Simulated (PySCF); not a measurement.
Compound: CH9PS2Si2.
Geometry (PBE0-D3(BJ)/def2-SVP, Å), atoms numbered from 1 in this order:
```xyz
15
CH9PS2Si2 angstrom
C      3.1814    0.8864    0.1483
S      2.6332   -0.8217   -0.1835
Si     0.6250   -0.7301    0.5153
P     -0.3872   -2.7332    0.3149
S     -0.4305    0.7164   -0.6872
Si    -2.3364    0.6751    0.3140
H      2.5677    1.6106   -0.4045
H      4.2204    0.9529   -0.2013
H      3.1515    1.1115    1.2235
H      0.5666   -0.2999    1.9467
H      0.1523   -2.9539   -0.9882
H      0.6581   -3.4376    0.9889
H     -3.0204    1.9527   -0.0332
H     -3.1654   -0.4790   -0.1382
H     -2.1363    0.5826    1.7918
```

The closed-shell ground state was solved at several levels (PySCF, density fitting, gas phase, non-relativistic).

```json
{"level": "PBE0/pcSseg-1", "basis functions": "182", "HOMO (eV)": "-7.21", "LUMO (eV)": "-0.33", "gap (eV)": "6.88", "dipole (D)": "1.45"}
{"level": "CAM-B3LYP/def2-SVPD", "basis functions": "218", "HOMO (eV)": "-8.43", "LUMO (eV)": "0.55", "gap (eV)": "8.98", "dipole (D)": "1.26"}
```

What might B3LYP/pcSseg-1 (182 basis functions) give for the same quantities?

HOMO -6.94 eV, LUMO -0.47 eV, gap 6.47 eV, dipole 1.37 D.

Over all these levels, which gives the widest orbital gap and which the narrowest?

CAM-B3LYP/def2-SVPD (range-separated hybrid) has the widest, 8.98 eV, and B3LYP/pcSseg-1 (global hybrid, 20 % exact exchange) the narrowest, 6.47 eV. Functional and basis both differ between the two, so the spread mixes both effects.

How far do the dipole and the HOMO energy spread over the levels?

The dipole runs from 1.26 to 1.45 D (mean 1.36 D) and the HOMO from -8.43 to -6.94 eV.

One conformer stands for the species.
